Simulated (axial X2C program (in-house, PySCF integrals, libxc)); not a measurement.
**Correcting the dissociation energy of YCl for spin–orbit coupling**

A spin-free CCSD(T) curve (one-electron X2C) was computed with an axial X2C code built on PySCF integrals, basis Y dyall-cv3z [11s12p9d6f3g], Cl dyall-av3z [9s8p3d2f] (cores contracted in-house), for the state M_S = 0, Λ = 0 (closed shell). It gives D0 = 5.346 eV to Y + Cl, which in a spin-free picture are the weighted means of the ground terms.

Correlated methods: 10 electrons correlated (number of frozen shells: Y 4 s, 3 p, 1 d; Cl 2 s, 1 p), 308 virtual spin orbitals or spinors in MP2, 88 natural virtuals in coupled cluster.

Measured levels of the ground terms (NIST Handbook of Basic Atomic Spectroscopic Data), in cm⁻¹: Y 2D: J = 3/2 at 0, J = 5/2 at 530.4; Cl 2P: J = 3/2 at 0, J = 1/2 at 882.4.

The molecular state has Λ = 0, so it has no first-order lowering.

**Question.** How far does each ground level lie under the (2J+1)-weighted mean of its term?

**Answer.** Y: (4 × 0 + 6 × 530.4)/10 = 318 cm⁻¹; Cl: (4 × 0 + 2 × 882.4)/6 = 294 cm⁻¹.

**Question.** Correct D0.

**Answer.** D0 = 5.346 + (0 − 612)/8065.5 = 5.270 eV at CCSD(T) with these spin–orbit terms.

Second-order spin–orbit effects in the molecule, which grow quickly with Z, are left out. One determinant describes the state; a PBE0 search over occupations chose it and may have missed a lower one. Dissociation energies refer to the lowest single-determinant-based atoms at the same level and basis. CCSD and (T) use frozen natural virtuals with an MP2 correction for the truncation; (T) itself is uncorrected, so its De runs slightly low. The outer-core s and p shells of the metal are frozen in the correlated rows, which leaves out core–valence correlation; for alkali and alkaline-earth bonds that tends to lengthen them. With the outer-core shells frozen, correlated bond lengths of heavy atoms tend to come out a few hundredths of an ångström too long.
